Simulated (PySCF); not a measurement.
Point-charge models of `FC(F)(F)[C@H]1CC[C@@H](Cl)CC1` against its computed dipole.

Coordinates (PBE0-D3(BJ)/def2-SVP, Å) and charges (e) from the PBE0/pcSseg-1 density (PySCF):

| atom | x | y | z | Mulliken | IAO | Hirshfeld | ESP-fitted |
| --- | --- | --- | --- | --- | --- | --- | --- |
| F1 | -3.052 | 1.075 | 0.344 | -0.2736 | -0.2863 | -0.0898 | -0.1718 |
| C2 | -2.377 | 0.125 | -0.316 | +0.8925 | +0.8088 | +0.2615 | +0.4238 |
| F3 | -3.085 | -1.007 | -0.212 | -0.2730 | -0.2857 | -0.0897 | -0.1714 |
| F4 | -2.370 | 0.472 | -1.609 | -0.2717 | -0.2839 | -0.0837 | -0.1571 |
| C5 | -0.978 | -0.043 | 0.233 | -0.4502 | -0.1546 | -0.0527 | -0.1396 |
| C6 | -0.235 | -1.175 | -0.476 | -0.1732 | -0.2632 | -0.0785 | -0.0765 |
| C7 | 1.181 | -1.326 | 0.062 | -0.1418 | -0.2551 | -0.0706 | -0.1486 |
| C8 | 1.965 | -0.024 | 0.011 | -0.2873 | -0.0776 | +0.0172 | -0.1147 |
| Cl9 | 2.298 | 0.420 | -1.714 | -0.1264 | -0.1439 | -0.0601 | -0.1517 |
| C10 | 1.215 | 1.108 | 0.695 | -0.1408 | -0.2551 | -0.0706 | -0.1537 |
| C11 | -0.201 | 1.272 | 0.162 | -0.1753 | -0.2632 | -0.0788 | -0.1017 |
| H12 | -1.121 | -0.318 | 1.294 | +0.1386 | +0.1424 | +0.0397 | +0.1241 |
| H13 | -0.787 | -2.119 | -0.359 | +0.1421 | +0.1468 | +0.0395 | +0.0645 |
| H14 | -0.192 | -0.956 | -1.555 | +0.1457 | +0.1468 | +0.0272 | +0.0853 |
| H15 | 1.723 | -2.110 | -0.488 | +0.1450 | +0.1509 | +0.0443 | +0.0916 |
| H16 | 1.148 | -1.644 | 1.120 | +0.1270 | +0.1348 | +0.0441 | +0.0951 |
| H17 | 2.959 | -0.154 | 0.459 | +0.1623 | +0.1588 | +0.0474 | +0.1434 |
| H18 | 1.778 | 2.047 | 0.591 | +0.1449 | +0.1509 | +0.0443 | +0.0933 |
| H19 | 1.183 | 0.871 | 1.774 | +0.1269 | +0.1349 | +0.0441 | +0.1002 |
| H20 | -0.731 | 2.052 | 0.728 | +0.1422 | +0.1468 | +0.0393 | +0.0713 |
| H21 | -0.158 | 1.605 | -0.887 | +0.1461 | +0.1469 | +0.0270 | +0.0943 |

Task: Form Σ q r in debye for every column and set it beside the full dipole.

Result: The full density gives (1.65, -0.72, 2.62) D, 3.18 D in size; dipole vectors point from the negative to the positive end.

```json
{"scheme": "Mulliken", "μx": "1.85", "μy": "-0.68", "μz": "2.43", "size (D)": "3.13", "share of the full size (%)": "98", "angle to the full dipole (°)": "5"}
{"scheme": "IAO", "μx": "2.67", "μy": "-0.83", "μz": "2.98", "size (D)": "4.09", "share of the full size (%)": "129", "angle to the full dipole (°)": "10"}
{"scheme": "Hirshfeld", "μx": "1.08", "μy": "-0.34", "μz": "1.23", "size (D)": "1.67", "share of the full size (%)": "53", "angle to the full dipole (°)": "9"}
{"scheme": "ESP-fitted", "μx": "1.73", "μy": "-0.74", "μz": "2.69", "size (D)": "3.28", "share of the full size (%)": "103", "angle to the full dipole (°)": "0"}
```

Task: Which set comes closest?

Result: Length of the difference vector: ESP-fitted 0.10 D, Mulliken 0.27 D, IAO 1.09 D, Hirshfeld 1.55 D. Closest: ESP-fitted. ESP charges are fitted to the potential around the molecule, whose slowest-falling term is the dipole's. 

Task: What is left for the Hirshfeld atoms' own dipoles?

Result: The Hirshfeld atoms' densities add up to the full density, so μ = Σ q r + Σ (atomic dipoles). The atomic dipoles sum to (1.65, -0.72, 2.62) − (1.08, -0.34, 1.23) = (0.57, -0.38, 1.39) D, 1.55 D in size.

Task: With the origin at the mean of the coordinates, (0.008, 0.008, -0.007) Å, which are the largest single terms, by size, of the Hirshfeld dipole along the direction of the full one?

Result: C2 -1.91, F4 +1.07, F3 +0.67, F1 +0.66, H17 +0.44 D; all 21 atoms together +1.65 D. The single terms depend on the origin, their sum doesn't.

Task: Give the size of the full dipole in other units.

Result: 3.18 D = 1.251 au = 0.662 e·Å = 10.60 × 10⁻³⁰ C·m.

The structure is a single PBE0-D3(BJ)/def2-SVP conformer in the gas phase; no vibrational or solvent corrections.

The run behind these numbers computed NMR shieldings as well. On Arm Neoverse N1, one thread, no GPU, on a shared host, this took 2.1 min (grids of density and orbitals included) and 1.3 GiB of memory at its peak.
